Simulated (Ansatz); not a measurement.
CH4BFN2, SMILES `NC1(F)BN1` from Hartree–Fock to CCSD(T)

Cartesian coordinates in Å:
```
N -0.008 1.378 0.186
C -0.099 0.059 -0.293
F -0.957 -0.027 -1.401
B 0.887 -1.105 -0.035
N -0.296 -1.012 0.617
H -0.924 1.804 0.274
H 0.546 1.947 -0.440
H 1.864 -1.755 -0.175
H -1.013 -1.289 1.267
```

Total charge 0; spin multiplicity 1. The geometry is a stationary point of PBE0-D4/def2-TZVP. It is one conformer, not always the lowest. Frozen core, restricted reference, Ansatz 0.2.0. CBS rows extrapolate triple and quadruple zeta; past MP2 they add the triple-zeta difference.

```
     basis     HF (Eh)  MP2 corr.  CCSD corr.       (T)  CCSD(T) total
  def2-SVP  -272.98005   -0.72992    -0.76244  -0.02193     -273.76442
def2-TZVPP  -273.30234   -0.92160    -0.94251  -0.03765     -274.28250
def2-QZVPP  -273.31476   -0.99288           –         –              –
 CBS(def2)  -273.31647   -1.04569    -1.06660     as TZ     -274.42072
```
